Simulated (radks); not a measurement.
Results of a calculation; reference values are marked as such.
Task: These are the eigenvalues of the occupied orbitals of an atom or ion with whole-number occupations (eV). Level of theory: Dirac Kohn-Sham, PBE, spin-unpolarised, spherical densities, point nucleus (a radial shooting solver on a logarithmic mesh with Libxc functionals).

orbital  eigenvalue
1s1/2     -48321.54
2s1/2     -7930.622
2p1/2     -7523.181
2p3/2     -6875.120
3s1/2     -1744.772
3p1/2     -1568.945
3p3/2     -1436.840
3d3/2     -1132.849
3d5/2     -1104.107
4s1/2     -346.1770
4p1/2     -278.2837
4p3/2     -249.1525
4d3/2     -137.4711
4d5/2     -132.2468
5s1/2      -44.5228
5p1/2      -26.3835
5p3/2      -22.5991
6s1/2       -3.6194
4f5/2       -2.8742
4f7/2       -2.2622

Which element is it, and in what charge state? The configuration may be excited. Open shells, if any, fill j = l - 1/2 first.

Result: Z = 63, europium, charge 0: Eu in [Xe] 4f7 6s2. The list shows which subshells hold electrons but not how many an open one holds; the 1s level, -1775.8 hartree, gives Z - s = 59.6 by -(Z - s)^2/2, which with screening and relativity narrows Z to a few neighbours, and the depths of the outer levels then fix element, charge and occupations together.
